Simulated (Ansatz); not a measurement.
`[SiH3][SiH](Cl)Br` → `[SiH3]Cl` + `[SiH]Br` at 700 K and 1 bar (silylene formation by 1,1-elimination).

Isolated molecules relaxed with PBE0-D4/def2-TZVP in Ansatz; ΔE leaves out vibrations. CCSD(T)/CBS is the MP2 limit (def2-TZVPP, def2-QZVPP) plus CCSD(T) − MP2 in def2-TZVPP, frozen cores. This one scheme is used for every species. For Br outer-core shells are correlated without core-valence functions, which leaves a few kJ/mol of doubt a bond. Scalar relativity is left out up to krypton.

```
            species  CCSD(T)/CBS energy (Eh)  H − E (kJ/mol)  S (J/(mol·K))
`[SiH3][SiH](Cl)Br`              -3613.75019           169.0          474.1
         `[SiH3]Cl`               -750.69636           107.0          306.3
          `[SiH]Br`              -2862.97869            49.0          302.5
```

H − E and S are ideal-gas, rigid-rotor, harmonic terms from PBE0-D4/def2-TZVP, for one conformer and one mirror image of each species. 1 Eh = 2625.50 kJ/mol, R = 8.31446 J/(mol·K).

**Question.** By hand: ΔE, ΔH, ΔS and ΔG.

**Answer.** ΔE = (-750.69636) + (-2862.97869) − (-3613.75019) = 0.07514 Eh = 197.3 kJ/mol. Δ(H − E) = 107.0 + 49.0 − 169.0 = -13.0, so ΔH = 184.3 kJ/mol. ΔS = 306.3 + 302.5 − 474.1 = 134.7 J/(mol·K). ΔG = 184.3 − 700 × (134.7)/1000 = 90.0 kJ/mol.

**Question.** By hand: the equilibrium constant, and the temperature at which ΔG would vanish if ΔH and ΔS stayed fixed.

**Answer.** log₁₀ K = −ΔG/(RT ln 10) = -6.7. ΔG = 0 at ΔH/ΔS = 1368 K.

The number of gas molecules changes by +1, which sets the sign of ΔS. A doubt of 5 kJ/mol in ΔE shifts log₁₀ K by 0.4 here. Other conformers and mirror images would add mixing entropy, several J/(mol·K) or more a flexible species. These are equilibria of isolated gas molecules and say nothing of rates. Largest T1 diagnostic: 0.011 (customary marks: 0.02 for closed shells, 0.045 for open ones).
